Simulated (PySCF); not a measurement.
Distorted geometries of [Ir2]−

[Ir2]− (quartet). PySCF 2.14.0, UKS TPSS, Ir def2-SVP with ECP60; non-relativistic Hamiltonian with scalar-relativistic core potentials where named; density fitting; no spin-orbit coupling. Relaxed geometry:

```xyz
2

Ir    0.0000    0.0000    1.1286
Ir    0.0000    0.0000   -1.1286
```

Question: Order these distorted geometries by energy above the relaxed one, lowest first.
A.
```xyz
2

Ir   -0.0142   -0.0301    1.0487
Ir    0.0142    0.0301   -1.0487
```
B.
```xyz
2

Ir    0.0112    0.0929    1.0771
Ir   -0.0112   -0.0929   -1.0771
```
C.
```xyz
2

Ir   -0.0007   -0.0159    1.0988
Ir    0.0007    0.0159   -1.0988
```

Answer: C (0.05 eV), B (0.13 eV), A (0.40 eV).

Question: Which forces (eV/Å) act in the one that lies 0.13 eV up?

Answer: 
```
Ir   0.04  0.25  2.91
Ir  -0.04 -0.25 -2.91
```
Forces carry noise of the integration grid, about 0.01 to 0.03 eV/Å.

No frequency check is given that shows the relaxed geometry to be a minimum. Open shells may have lower solutions than the one found.
